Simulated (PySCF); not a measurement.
All values below come from PBE-D3(BJ)/def2-TZVP // B3LYP-D3(BJ)/def2-TZVP in PySCF. All species are isolated molecules in the gas phase. 

Reference species (SMILES): `[F][Ge]([Cl])([Cl])[Cl]` (neutral, multiplicity 1).

- LUMO = -3.28 eV
- dipole moment = 0.86 D
- HOMO–LUMO gap = 5.06 eV

After one change: the LUMO goes up by 0.21 eV; the dipole moment increases by 0.30 D; the HOMO–LUMO gap increases by 0.96 eV.

**Question.** What was changed between the two runs? The new species is one of these.
A. `[Cl][Ge]([Cl])([Cl])[Cl]`
B. `[F][Ge]([F])([F])[Cl]`
C. `[F][Ge]([F])([Cl])[Cl]`
D. `[F][Ge]([F])([F])[F]`

**Answer.** B, `[F][Ge]([F])([F])[Cl]`
